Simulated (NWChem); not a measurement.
System meant: AgH3SO; SMILES [OH2]->[Ag][SH]

The following NWChem deck was run.

```
start job
memory heap 200 mb stack 900 mb global 1100 mb
geometry units angstroms noautoz
  Ag    -0.053084    -0.317371     0.008149
  S      0.158006     1.977192     0.025390
  H     -1.187054     2.190050    -0.072836
  O     -0.154667    -2.555512    -0.004585
  H      0.274238    -2.927198     0.790409
  H      0.354258    -2.921148    -0.753850
end
basis spherical
  * library def2-svp
end
ecp
  Ag library def2-ecp
end
dft
  odft
  mult 2
  xc b3lyp
  iterations 150
  mulliken
end
task dft energy
```

End of the output:

```
 Summary of "ao basis" -> "" (spherical)
 ------------------------------------------------------------------------------
       Tag                 Description            Shells   Functions and Types
 ---------------- ------------------------------  ------  ---------------------
 *                          def2-svp                  on all atoms

                                 NWChem DFT Module
                                 -----------------

 Summary of "ao basis" -> "ao basis" (spherical)
 ------------------------------------------------------------------------------
       Tag                 Description            Shells   Functions and Types
 ---------------- ------------------------------  ------  ---------------------
 Ag                         def2-svp                11       31   5s3p2d1f
 S                          def2-svp                 8       18   4s3p1d
 H                          def2-svp                 3        5   2s1p
 O                          def2-svp                 6       14   3s2p1d

 Summary of "ao basis" -> "ao basis" (spherical)
 ------------------------------------------------------------------------------
       Tag                 Description            Shells   Functions and Types
 ---------------- ------------------------------  ------  ---------------------
 Ag                         def2-svp                11       31   5s3p2d1f
 S                          def2-svp                 8       18   4s3p1d
 H                          def2-svp                 3        5   2s1p
 O                          def2-svp                 6       14   3s2p1d

  number of electrons :                   46
  multiplicity        :                    2
 ------------------------------------------------------------------------
  no. of electrons and multiplicity not compatible                  46
 ------------------------------------------------------------------------
 ------------------------------------------------------------------------
  current input line :
    24: task dft energy
 ------------------------------------------------------------------------
 ------------------------------------------------------------------------
 There is an error in the input file
 ------------------------------------------------------------------------
 For more information see the NWChem manual at https://nwchemgit.github.io

0: no. of electrons and multiplicity not compatible:Received an Error in Communication
```

**Question.** What is wrong, and how is it mended?

**Answer.** The program refused the input. Cause: the multiplicity doesn't fit the number of electrons (an even count wants an odd multiplicity, and the reverse). This input runs:
```
start job
memory heap 200 mb stack 900 mb global 1100 mb
geometry units angstroms noautoz
  Ag    -0.053084    -0.317371     0.008149
  S      0.158006     1.977192     0.025390
  H     -1.187054     2.190050    -0.072836
  O     -0.154667    -2.555512    -0.004585
  H      0.274238    -2.927198     0.790409
  H      0.354258    -2.921148    -0.753850
end
basis spherical
  * library def2-svp
end
ecp
  Ag library def2-ecp
end
dft
  xc b3lyp
  iterations 150
  mulliken
end
task dft energy
```
It converges to -622.09958 Ha (B3LYP/def2-SVP with def2 effective core potentials on Ag).
